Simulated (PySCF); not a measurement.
C4H4O, SMILES c1ccoc1.

Geometry optimised at PBE-D3(BJ)/def2-SVP.

These are PBE-D3(BJ)/def2-SVP (PySCF) values and carry that method's errors.

No scaling factor is applied to the harmonic values.

Computed vibrational spectrum:
```json
[
 {"mode": "1", "ν (cm⁻¹)": "598", "IR (km/mol)": "0.0", "moving atoms (share of kinetic energy)": "C 71 %, H 29 %"},
 {"mode": "2", "ν (cm⁻¹)": "618", "IR (km/mol)": "17.8", "moving atoms (share of kinetic energy)": "C 41 %, O 35 %, H 24 %"},
 {"mode": "3", "ν (cm⁻¹)": "705", "IR (km/mol)": "0.0", "moving atoms (share of kinetic energy)": "H 73 %, C 27 %"},
 {"mode": "4", "ν (cm⁻¹)": "727", "IR (km/mol)": "84.6", "moving atoms (share of kinetic energy)": "H 79 %, C 17 %"},
 {"mode": "5", "ν (cm⁻¹)": "817", "IR (km/mol)": "0.2", "moving atoms (share of kinetic energy)": "H 76 %, C 24 %"},
 {"mode": "6", "ν (cm⁻¹)": "860", "IR (km/mol)": "0.1", "moving atoms (share of kinetic energy)": "C 87 %, H 10 %"},
 {"mode": "7", "ν (cm⁻¹)": "861", "IR (km/mol)": "12.0", "moving atoms (share of kinetic energy)": "O 44 %, C 38 %, H 19 %"},
 {"mode": "8", "ν (cm⁻¹)": "862", "IR (km/mol)": "0.0", "moving atoms (share of kinetic energy)": "H 74 %, C 26 %"},
 {"mode": "9", "ν (cm⁻¹)": "985", "IR (km/mol)": "38.0", "moving atoms (share of kinetic energy)": "H 73 %, C 14 %, O 13 %"},
 {"mode": "10", "ν (cm⁻¹)": "1025", "IR (km/mol)": "5.4", "moving atoms (share of kinetic energy)": "H 70 %, C 23 %"},
 {"mode": "11", "ν (cm⁻¹)": "1082", "IR (km/mol)": "10.1", "moving atoms (share of kinetic energy)": "H 49 %, C 49 %"},
 {"mode": "12", "ν (cm⁻¹)": "1139", "IR (km/mol)": "1.5", "moving atoms (share of kinetic energy)": "C 57 %, H 31 %, O 13 %"},
 {"mode": "13", "ν (cm⁻¹)": "1195", "IR (km/mol)": "14.9", "moving atoms (share of kinetic energy)": "O 47 %, C 28 %, H 26 %"},
 {"mode": "14", "ν (cm⁻¹)": "1234", "IR (km/mol)": "0.6", "moving atoms (share of kinetic energy)": "H 74 %, C 26 %"},
 {"mode": "15", "ν (cm⁻¹)": "1392", "IR (km/mol)": "1.6", "moving atoms (share of kinetic energy)": "C 74 %, H 24 %"},
 {"mode": "16", "ν (cm⁻¹)": "1479", "IR (km/mol)": "17.3", "moving atoms (share of kinetic energy)": "C 79 %, H 18 %"},
 {"mode": "17", "ν (cm⁻¹)": "1557", "IR (km/mol)": "0.4", "moving atoms (share of kinetic energy)": "C 87 %, H 13 %"},
 {"mode": "18", "ν (cm⁻¹)": "3184", "IR (km/mol)": "1.4", "moving atoms (share of kinetic energy)": "H 92 %, C 8 %"},
 {"mode": "19", "ν (cm⁻¹)": "3195", "IR (km/mol)": "0.0", "moving atoms (share of kinetic energy)": "H 91 %, C 9 %"},
 {"mode": "20", "ν (cm⁻¹)": "3213", "IR (km/mol)": "0.1", "moving atoms (share of kinetic energy)": "H 91 %, C 9 %"},
 {"mode": "21", "ν (cm⁻¹)": "3219", "IR (km/mol)": "0.0", "moving atoms (share of kinetic energy)": "H 90 %, C 10 %"}
]
```
